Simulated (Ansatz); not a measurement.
FH$_{3}$SiTe, SMILES `F[SiH2][TeH]`. Total charge 0; spin multiplicity 1. Te: def2 effective core potential. The structure was optimised at the PBE0-D4/def2-TZVP level.

```xyz
6

F     0.674   -1.010    1.400
Si    0.575    0.096    0.249
Te   -1.763    0.714   -0.272
H     1.235    1.327    0.740
H     1.243   -0.463   -0.947
H    -1.964   -0.665   -1.170
```

(1) What is the dipole moment at r2SCAN/def2-TZVPP? (Estimate.)

(2) And with PBE, B3LYP, ωB97M-V? (Best estimate.)

(3) Give the Mulliken charges with r2SCAN, B3LYP, ωB97M-V in def2-TZVPP. (Best estimate.)

## Answers

(1) The calculation gave: 1.04 D, with components (0.04, 0.54, -0.88) D in this frame, pointing from negative to positive charge.

(2) Computed: PBE 1.03 D, B3LYP 1.11 D, ωB97M-V 1.06 D.

(3) The calculation gave: 
```csv
atom,r2SCAN,B3LYP,ωB97M-V
F1,-0.32,-0.31,-0.30
Si2,0.52,0.49,0.41
Te3,-0.06,-0.03,-0.06
H4,-0.08,-0.07,-0.03
H5,-0.07,-0.06,-0.02
H6,0.00,-0.02,0.01
```

B3LYP here is the variant with VWN-RPA as its local correlation; programs differ in this.
